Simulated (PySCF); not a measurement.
Computed shifts of a molecule C₄H₂ClF₃, PySCF with PBE/pcSseg-1, GIAO, gas phase, equivalent atoms averaged, in ppm (number of nuclei): ¹⁹F: -101.7 (3). ¹³C: 218.9 (1), 133.3 (1), 108.9 (1), 101.6 (1). ¹H: 6.80 (1), 6.11 (1). References: ¹⁹F against CFCl3 (σ = 133.6 ppm); ¹³C against TMS (σ = 182.0 ppm); ³⁵Cl against HCl (σ = 936.5 ppm); ¹H against TMS (σ = 31.49 ppm), references at their B3LYP-D3(BJ)/def2-TZVP geometries, non-relativistic (without spin–orbit terms, shifts of atoms bonded to Cl or Br come out too high). The structure is a stationary point at PBE0-D3(BJ)/def2-SVP. The values are those of a single conformer.

### Question
Pick the molecule that these values belong to.
A. FC(=C=CCl)C(F)F
B. FC(F)=C/C(F)=C\Cl
C. FC(F)(F)C=C=CCl
D. FC(Cl)=C=CC(F)F

### Answer
C, FC(F)(F)C=C=CCl
